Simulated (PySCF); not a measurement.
2 SiF₃ → SiF₂ + SiF₄

Level: PBE in the def2-TZVP basis family, all electrons, no relativity, computed in PySCF with density fitting; open shells unrestricted.

```
species                                  state and structure  ZPE (kJ/mol)  H(298 K) − H(0) (kJ/mol)  S° (J/(mol K))
   SiF₃  doublet, C3v, Si–F 1.603 Å (×3); F–Si–F 108.0° (×3)          21.0                      13.7           284.8
   SiF₂       singlet, C2v, Si–F 1.624 Å (×2); F–Si–F 101.1°          11.6                      11.4           258.0
   SiF₄                       singlet, Td, Si–F 1.580 Å (×4)          32.0                      15.7           285.1
```

Problem. Is the gas-phase reaction uphill or downhill in electronic energy at this level, and by how much?

Solution. At PBE/def2-TZVP, ΔE = -215.7 kJ/mol, downhill. The bond broken in SiF₃ is weaker than the one that a second molecule gains.

Problem. Add zero-point, thermal and entropy terms for 298.15 K and 1 bar.

Solution. ΔZPE = 1.6 and Δ[H(298) − H(0)] = -0.3 kJ/mol give ΔH° = -214.4 kJ/mol. ΔS° = -26.5 J/(mol K), so ΔG° = -214.4 − 298.15 × (-0.0265) = -206 kJ/mol.

Each species is the lowest minimum found with this bonding; other isomers or fragments can lie lower.
